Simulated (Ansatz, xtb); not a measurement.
Relaxing a trial structure of H2InO+

The starting geometry of this gas-phase singlet has its atoms placed at random.

```yaml
atoms:
  - { symbol: In, position_ang: [0.1589, 0.8891, -0.1714] }
  - { symbol: O, position_ang: [0.3460, -1.5990, -0.1959] }
  - { symbol: H, position_ang: [1.4368, -0.7244, 0.1970] }
  - { symbol: H, position_ang: [-0.2401, 0.2757, 1.2123] }
```

Question: One run relaxed it with r2SCAN-D4/def2-SVP. What is a likely outcome?

Answer: It ends as a structure given below by its coordinates. Contacts that open: In1–H3 (2.09 → 2.54 Å). Contacts that close: In1–O2 (2.50 → 1.91 Å), O2–H3 (1.45 → 0.97 Å).

The energy falls by 6.01 eV over 13 steps:

```csv
step,E − E(last) (eV)
1,6.014
2,3.808
4,2.350
5,2.015
6,1.620
8,0.804
9,0.430
10,0.148
12,0.001
13,0.000
```

Final geometry (Å):

```xyz
4

In    0.0172    0.1760    0.5552
O     0.8463   -1.1334   -0.5689
H     1.7076   -1.5100   -0.3153
H    -0.8694    1.3088    1.3710
```

From the same start GFN2-xTB ends elsewhere, differing in In1–H4 (3.14 against 1.65 Å here), O2–H4 (0.97 against 3.56 Å here).

From so rough a start the end depends on the optimiser's path, so another program may land elsewhere. No frequencies were run, so the end isn't proven a minimum. Atoms past krypton carry core potentials, without spin–orbit terms. Run with Ansatz 0.2.0, 18 s on 1 thread of Intel(R) Xeon(R) Platinum 8175M CPU @ 2.50GHz (Skylake/Cascade Lake) (shared host).
